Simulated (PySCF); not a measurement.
**Relaxation of singlet PtH₅⁻**

These are results of PBE0/[Pt def2-TZVPD with ECP60, H def2-TZVPD], scalar-relativistic core potentials, density fitting, no spin–orbit coupling, PySCF, not measurements. A (50,194) grid was used.

A start displaced from a saddle point along its imaginary mode, with no symmetry imposed:

```xyz
6
charge -1 multiplicity 1, angstrom
Pt    0.0067    0.0000   -0.0009
H    -1.2970   -0.3550    0.9288
H     1.3795    0.0598   -0.8035
H    -0.0639    1.6257   -0.3267
H    -1.5612    0.3054    0.2553
H     0.2382   -1.6282    0.1146
```

Optimiser trace:
```
step  E − E(last) (kJ/mol)  largest gradient (Eh/bohr)
   0                 14.88                     0.01602
   1                  7.10                     0.00614
   2                  4.00                     0.01061
   3                  2.06                     0.00397
   4                  0.53                     0.00193
   5                  0.22                     0.00110
   6                  0.14                     0.00065
   7                  0.05                     0.00072
   8                  0.02                     0.00114
   9                  0.01                     0.00084
  10                  0.01                     0.00060
  11                  0.00                     0.00041
  12                  0.00                     0.00024
```

It ends at C2v with H–H 0.965 Å, Pt–H 1.595 Å, Pt–H 1.649 Å (×2), Pt–H 1.678 Å (×2); H–H–Pt 73.3° (×2), H–Pt–H 33.4°, H–Pt–H 80.2° (×2), H–Pt–H 83.1° (×2), H–Pt–H 113.6° (×2), H–Pt–H 163.3° (×2), H–Pt–H 166.2° (after a last refinement on a finer grid). A frequency run shows a minimum. Other isomers or separated fragments may lie lower.

Final geometry:
```xyz
6
charge -1 multiplicity 1, angstrom
Pt    0.0055    0.0001   -0.0027
H    -1.3885   -0.5014    0.7852
H     1.4407    0.0299   -0.6986
H     0.0081    1.6046   -0.3837
H    -1.4922    0.4417    0.6117
H     0.3600   -1.5970    0.2052
```

With an element this heavy the missing spin–orbit coupling can shift these numbers.

The relaxation took roughly 50 core-seconds on a shared host.
